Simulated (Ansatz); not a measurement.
`PSC=[Se]`, 7 atoms. Total charge 0; spin multiplicity 1. Correlated methods include outer-core shells of Se, which these sets cover unevenly. Scalar relativity is left out up to krypton. All runs use 2 threads of an Arm Neoverse V1 on a shared host. Correlated methods freeze the cores.

(1) Give the basis size and wall time and peak host memory of each of these runs in Ansatz. RKS ωB97M-V/def2-SVP energy; RKS PBE0-D4/def2-TZVP relaxation (7 steps); RKS B2PLYP (frozen core)/def2-TZVPP energy; RKS BLYP-D4/def2-TZVPP energy; direct RPA on PBE orbitals/def2-TZVPP energy; RKS PBE0-D4/def2-TZVP frequencies; RKS ωB97M-V/def2-QZVPP energy; RKS ωB97X-V/def2-TZVPP energy; RKS revPBE-D4/def2-TZVPP energy; RKS PBE0-D4/def2-QZVPP energy; RHF-CCSD(T)/def2-TZVPP energy; RKS PBE0-D4/def2-SVP energy. (Estimate.)

## Answers

(1) Computed: Other jobs shared the machine, so times are rough.

```json
{"level": "RKS PBE0-D4/def2-SVP", "job": "energy", "functions": "97", "wall time": "2 s", "peak host memory (GiB)": "0.4"}
{"level": "RKS revPBE-D4/def2-TZVPP", "job": "energy", "functions": "205", "wall time": "3.3 s", "peak host memory (GiB)": "0.26"}
{"level": "RKS BLYP-D4/def2-TZVPP", "job": "energy", "functions": "205", "wall time": "3.4 s", "peak host memory (GiB)": "0.26"}
{"level": "direct RPA on PBE orbitals/def2-TZVPP", "job": "energy", "functions": "205", "wall time": "7 s", "peak host memory (GiB)": "0.4"}
{"level": "RKS ωB97M-V/def2-SVP", "job": "energy", "functions": "97", "wall time": "8.5 s", "peak host memory (GiB)": "0.4"}
{"level": "RKS B2PLYP (frozen core)/def2-TZVPP", "job": "energy", "functions": "205", "wall time": "9.5 s", "peak host memory (GiB)": "0.47"}
{"level": "RKS ωB97X-V/def2-TZVPP", "job": "energy", "functions": "205", "wall time": "14 s", "peak host memory (GiB)": "0.72"}
{"level": "RKS PBE0-D4/def2-QZVPP", "job": "energy", "functions": "376", "wall time": "16 s", "peak host memory (GiB)": "1.2"}
{"level": "RKS ωB97M-V/def2-QZVPP", "job": "energy", "functions": "376", "wall time": "34 s", "peak host memory (GiB)": "1.4"}
{"level": "RKS PBE0-D4/def2-TZVP", "job": "relaxation (7 steps)", "functions": "171", "wall time": "50 s", "peak host memory (GiB)": "0.48"}
{"level": "RHF-CCSD(T)/def2-TZVPP", "job": "energy", "functions": "205", "wall time": "2.5 min", "peak host memory (GiB)": "2.5"}
{"level": "RKS PBE0-D4/def2-TZVP", "job": "frequencies", "functions": "171", "wall time": "3.2 min", "peak host memory (GiB)": "0.47"}
```
